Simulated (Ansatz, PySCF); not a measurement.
Process, species as SMILES: CCCCCSC -> C[CH]CCCSC + H atom (the C-H bond at the site shown breaks; other sites are not compared here)
Each molecule is optimised on its own at B3LYP-D3(BJ)/def2-TZVP (Ansatz, an electronic-structure program), one conformer each, not searched for the lowest.

Quantity: bond dissociation energy (enthalpy at 298 K, with B3LYP-D3(BJ) rigid-rotor harmonic-oscillator terms from PySCF), in kcal/mol. Valence correlation only, unless marked. Open shells are spin-unrestricted. Spin-orbit coupling is left out. No relativistic terms. CBS marks a two-point X^-3 extrapolation of the correlation energy; Hartree-Fock from the larger set. [CCSD(T)-MP2]/basis is that difference in the basis named.

```csv
level,program,bond dissociation energy (kcal/mol)
BLYP-D4/def2-TZVPD,Ansatz + dftd4,?
B3LYP-D3(BJ)/def2-TZVPD,Ansatz + dftd3,?
PBE0/def2-QZVPP,Ansatz,94.1
r2SCANh/def2-TZVPD,Ansatz,?
B2PLYP-D3(BJ)/def2-TZVPD,Ansatz + dftd3,?
SCS-MP2/6-31G*,Ansatz,92.4
SCS-MP2/cc-pV(T+d)Z,Ansatz,100.1
CCSD/STO-3G,Ansatz,114.0
CCSD/cc-pV(D+d)Z,Ansatz,94.9
"RI-MP2/CBS(cc-pV(T+d)Z,cc-pV(Q+d)Z)+[CCSD(T)-MP2]/cc-pV(T+d)Z",Ansatz,99.8
```

Problem. Complete the blanks.

Solution. 
- BLYP-D4/def2-TZVPD, bond dissociation energy (kcal/mol): 93.9
- B3LYP-D3(BJ)/def2-TZVPD, bond dissociation energy (kcal/mol): 95.9
- r2SCANh/def2-TZVPD, bond dissociation energy (kcal/mol): 92.6
- B2PLYP-D3(BJ)/def2-TZVPD, bond dissociation energy (kcal/mol): 96.2
